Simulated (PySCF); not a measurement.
PySCF 2.14 output of an unrestricted PBE calculation on a single atom or ion in x2c-QZVPPall (16s10p9d6f1g, 142 functions), with scalar relativity by spin-free X2C-1e:

```
SCF conv_tol = 1e-09
number electrons alpha = 41  beta = 40
    J. P. Perdew, K. Burke, and M. Ernzerhof.,  Phys. Rev. Lett. 77, 3865 (1996)
    J. P. Perdew, K. Burke, and M. Ernzerhof.,  Phys. Rev. Lett. 78, 1396 (1997)
    J. P. Perdew, K. Burke, and M. Ernzerhof.,  Phys. Rev. Lett. 77, 3865 (1996)
    J. P. Perdew, K. Burke, and M. Ernzerhof.,  Phys. Rev. Lett. 78, 1396 (1997)
cycle= 1 E= -21534.7994873061  delta_E= -0.0553  |g|= 0.173  |ddm|= 0.898
cycle= 2 E= -21534.7991612944  delta_E= 0.000326  |g|= 0.195  |ddm|= 0.343
cycle= 3 E= -21534.8006786382  delta_E= -0.00152  |g|= 0.00488  |ddm|= 0.171
cycle= 4 E= -21534.8006809179  delta_E= -2.28e-06  |g|= 0.00283  |ddm|= 0.00724
cycle= 5 E= -21534.8006820285  delta_E= -1.11e-06  |g|= 0.00016  |ddm|= 0.00343
cycle= 6 E= -21534.8006820308  delta_E= -2.29e-09  |g|= 2.4e-06  |ddm|= 0.000191
cycle= 7 E= -21534.8006820308  delta_E= 3.64e-12  |g|= 3.34e-07  |ddm|= 4e-06
converged SCF energy = -21534.8006820308  <S^2> = 0.75092761  2S+1 = 2.0009274
```

The run itself started from symmetry-adapted Hartree-Fock orbitals and held the occupation by maximum overlap, on a logarithmic radial grid, so the iterations belong to that start.

Task: Which element, charge and spin multiplicity is this?

Result: Bi²⁺ (bismuth, charge +2), multiplicity 2; the state was [Xe] 4f14 5d10 6s2 6p1, 2P determinant.

Spin-orbit coupling, absent here, splits the open shell strongly.
